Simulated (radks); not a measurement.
Spherical quantum dot in the effective-mass picture: electrons in a parabolic well V = omega^2 r^2 / 2 with omega = 0.19, with a point charge +1 (a donor) at the centre, all in effective atomic units (hartree* = m*/eps^2 hartree, bohr* = eps/m* bohr), one dielectric constant everywhere. Method: non-relativistic Kohn-Sham, LDA (Slater exchange, Perdew-Wang correlation), spin-polarised, spherical densities; computed with a radial shooting solver with Libxc functionals. Levels are named by radial order and angular momentum (1s, 1p, 1d, 2s, ...), and open shells are averaged over m.

N = 12, configuration 1s2 1p6 1d(up 2, down 0) 2s2. This is the lowest configuration that the search found. Occupied and some empty levels:

level,occupation,eigenvalue (hartree*),<r> (bohr*)
1s up,1,2.2131,3.121
1s down,1,2.2189,2.978
1p up,3,2.3191,5.189
1p down,3,2.3319,5.171
2s up,1,2.3578,4.402
2s down,1,2.3664,4.515
1d up,2,2.4040,5.757
1d down,0,2.4174,5.766
1f up,0,2.5032,6.205
1f down,0,2.5162,6.226
2p up,0,2.5589,5.309
2p down,0,2.5667,5.315
1g up,0,2.6145,6.599
1g down,0,2.6268,6.627

Energy (hartree*): total 15.1919, kinetic 1.9370, external 2.1033, Hartree 13.405, exchange-correlation -2.2538.
